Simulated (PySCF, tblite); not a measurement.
Isomers of C5H8ClFO, one GFN2-xTB conformer each. Single-point energies are computed at PBE0/pcSseg-1 (PySCF, gas phase, no added dispersion term), electronic only.

Question: Rank them by PBE0/pcSseg-1 energy, lowest first (kJ/mol).
A. `[CH3:1][CH:2]([CH3:3])[C@@H:4]([F:5])[C:6](=[O:7])[Cl:8]` with C1–C2–C4–F5 63°, C2–C4–C6–O7 64°
B. `[CH3:1][C:2]([CH3:3])([CH2:4][F:5])[C:6](=[O:7])[Cl:8]` with C1–C2–C4–F5 61°, C1–C2–C6–O7 119°

Answer: B (0.0), A (7.4).

As drawn, the lower has a quaternary carbon, which the higher lacks. Neighbours under 10 kJ/mol apart (CC(C)(CF)C(=O)Cl and CC(C)[C@@H](F)C(=O)Cl) can change places with a better method, another conformer or zero-point energy. GFN2-xTB itself gives, in the same order: 0.0, 19.8. Both levels put the same isomer lowest.

Which frontier levels, dipoles and rotational constants go with these structures?

```csv
SMILES,"HOMO (eV, PBE0/pcSseg-1)",LUMO (eV),dipole (D),"A, B, C (MHz)"
CC(C)(CF)C(=O)Cl,-8.60,-1.18,1.54,"3000, 1101, 979.0"
CC(C)[C@@H](F)C(=O)Cl,-8.63,-1.35,2.52,"2780, 1126, 1040"
```

What happens when harmonic zero-point energies from GFN2-xTB frequencies are added?

| SMILES | ZPE (kJ/mol) | electronic (kJ/mol) | with ZPE (kJ/mol) |
| --- | --- | --- | --- |
| CC(C)(CF)C(=O)Cl | 320.7 | 0.0 | 0.0 |
| CC(C)[C@@H](F)C(=O)Cl | 321.0 | 7.4 | 7.7 |

The zero-point energies span 0.3 kJ/mol. The order is unchanged.
